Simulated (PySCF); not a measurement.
CH₇O₂PSi, SMILES [Si](O)(P)(O)C. Atoms are numbered in the order given.

```xyz
12

C      1.9529     0.0539    -0.5167
Si     0.2279     0.2610     0.1508
O     -0.4363     1.7270    -0.2839
O      0.3858     0.1158     1.8032
P     -1.3117    -1.2117    -0.5922
H      2.3567    -0.9347    -0.2509
H      1.9663     0.1516    -1.6125
H      2.6269     0.8148    -0.0904
H      0.1070     2.5034    -0.1158
H     -0.4342     0.1534     2.3054
H     -1.0553    -0.9228    -1.9671
H     -0.3967    -2.3090    -0.5512
```

Geometry optimised at PBE0-D3(BJ)/def2-SVP. This is a generated structure with no PubChem entry under its InChIKey; it may be hypothetical. One conformer was computed; it need not be the lowest.

Level of theory: PBE0/def2-TZVP in PySCF.

Isolated molecule, no solvent.

Computed frontier levels, gap, dipole moment and polarisability:
| Property | Value |
|---|---|
| highest occupied level | -7.31 eV |
| lowest empty level | 0.37 eV |
| orbital gap | 7.68 eV |
| dipole moment | 1.44 D |
| quadrupole, principal values (traceless, Buckingham form, about the centre of nuclear charge) | -9.14, 3.96, 5.18 D·Å |
| mean static polarisability | 69.6 bohr³ (10.31 Å³) |
| polarisability, principal values | 62.1, 65.2, 81.4 bohr³ |
